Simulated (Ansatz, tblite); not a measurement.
Cost and result up the ladder for GeBrMe3 (C3H9BrGe) (14 atoms). The state is a singlet with charge 0. Geometry: r2SCAN-D4/def2-SVP.

```xyz
14

Ge    0.176   -0.311   -0.118
Br    1.270   -2.251   -0.855
C     0.452   -0.219    1.807
H     0.047   -1.117    2.295
H    -0.058    0.669    2.215
H     1.525   -0.148    2.037
C    -1.702   -0.526   -0.585
H    -1.816   -0.638   -1.673
H    -2.272    0.358   -0.257
H    -2.119   -1.418   -0.095
C     1.004    1.180   -1.056
H     0.876    1.069   -2.143
H     2.080    1.223   -0.832
H     0.538    2.127   -0.739
```

Ansatz on 4 threads of Intel Xeon on a shared host; xTB runs through tblite on one thread. Times are rough, summed over both states, and most runs start from the orbitals of an earlier one. PBE0-D4/def2-TZVP serves as the yardstick here, not as an exact answer. Differences are given only for rows in sets of like size (and for xTB, whose basis is part of the method), since another set adds its own error. The other state is a doublet.

The xTB rows come from tblite. Correlated methods freeze 21 core orbitals; core or outer-core shells of Ge, Br are correlated, in sets that lack core-valence functions. The rows differ in basis, and correlated rows in double-zeta sets carry the largest basis error. In CCSD on the charge 1 doublet the largest single amplitude is 0.22, so its Hartree–Fock determinant may place the open shell otherwise than the density functionals do.

Run but left out: PBE-D4/def2-TZVP (charge +1 doublet: an occupied level 0.11 eV above an empty one).

Correlated methods converge slowly with the basis, most of all in double-zeta sets.

Raw xTB energies of ions are shifted by several eV.

```
            level  functions  wall time  vertical IE (eV)  difference from PBE0-D4/def2-TZVP (eV)
         GFN2-xTB         39    0.029 s             13.76                                    4.00
         GFN1-xTB         48     0.04 s             14.25                                    4.50
PBE0-D4/def2-TZVP        243       42 s              9.75                                    0.00
 CCSD(T)/def2-SVP        151    3.4 min              9.76                                       –
```
